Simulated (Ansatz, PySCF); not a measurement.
This PySCF input computes a BLYP/def2-TZVPD energy:

```python
from pyscf import gto, scf, dft

mol = gto.M(
    atom='''
    Sn   -0.22632255   -0.10713605   -0.18719715
    O     1.25384322    0.49019374    1.01936476
    H     1.28538196    1.43525240    1.20493941
    ''',
    basis='def2-tzvpd',
    ecp='def2-tzvp',
    charge=0,
    spin=1,
    verbose=4,
)

mf = dft.UKS(mol, xc='blyp').density_fit(auxbasis='def2-universal-jkfit')
mf.grids.level = 3
mf.conv_tol = 1e-9
mf.max_cycle = 100
mf.max_memory = 1500
mf.kernel()
if not mf.converged:
    mf = mf.newton()
    mf.kernel(mf.make_rdm1())
for _ in range(2):
    mo, _, stable, _ = mf.stability(return_status=True)
    if stable:
        break
    mf.kernel(mf.make_rdm1(mo, mf.mo_occ))
mf.analyze()
```

Q: Write an input for the same energy in Ansatz (a program for electronic structure) and say what it gives.

A: 
Ansatz 0.2 input:
```yaml
crystal:
  periodic: [false, false, false]
  atoms:
    - {symbol: Sn, position_ang: [-0.22632255, -0.10713605, -0.18719715]}
    - {symbol: O, position_ang: [1.25384322, 0.49019374, 1.01936476]}
    - {symbol: H, position_ang: [1.28538196, 1.43525240, 1.20493941]}
basis:
  gaussian:
    orbitals: def2-TZVPD
hamiltonian:
  xc: {name: BLYP}
magnetization: {spin_polarized: true, initial_magnetization: 1}
output: {forces: true}
```
It gives -290.11141 Eh, and PySCF -290.11144 Eh, a difference of 0.03 mEh, from the treatment of integrals and grids.

It need not be the lowest isomer of its formula.
